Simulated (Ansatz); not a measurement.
`CC[Te][SiH3]` + `C[SiH2]O` → `C[SiH](O)[SiH3]` + `CC[TeH]`  (formal exchange of groups at the Si–Te bond)

Computed with Ansatz on PBE0-D4/def2-TZVP structures; ΔE is electronic, products minus reactants. CCSD(T)/CBS adds triple-zeta CCSD(T) − MP2 to the extrapolated MP2 energy (def2 sets, frozen cores). This one scheme is used for every species. def2 core potentials past Kr. For Te outer-core shells are correlated without core-valence functions, which leaves a few kJ/mol of doubt a bond. Each species was taken in one conformer, which may not be the lowest.

```csv
species,MP2/CBS(def2) energy (Eh)
`CC[Te][SiH3]`,-637.68427
`C[SiH2]O`,-405.91561
`C[SiH](O)[SiH3]`,-696.16717
`CC[TeH]`,-347.40221
```

(1) Work out ΔE.

(2) What do rigid-rotor, harmonic-oscillator terms from PBE0-D4/def2-TZVP frequencies (298.15 K, 1 bar) make of the CCSD(T)/CBS value? (Best estimate.)

Largest T1 diagnostic among the species: 0.012.

## Answers

(1) ΔE = (-696.16717) + (-347.40221) − (-637.68427) − (-405.91561) = 0.03050 Eh = +80.1 kJ/mol. CCSD(T)/CBS gives +67.1 kJ/mol.

(2) The calculation gave: ΔZPE = -5.1 kJ/mol, ΔH = +62.8 kJ/mol, ΔS = 0 J/(mol·K), ΔG = +62.9 kJ/mol. Modes under 50 cm⁻¹ make the entropy rough.

From PBE to PBE0 (25 % exact exchange), in def2-TZVPP and without D4, ΔE moves by +4.0 kJ/mol. At CCSD(T), def2-SVP lies −6.6 kJ/mol from the extrapolated value and def2-TZVPP −5.4 kJ/mol.
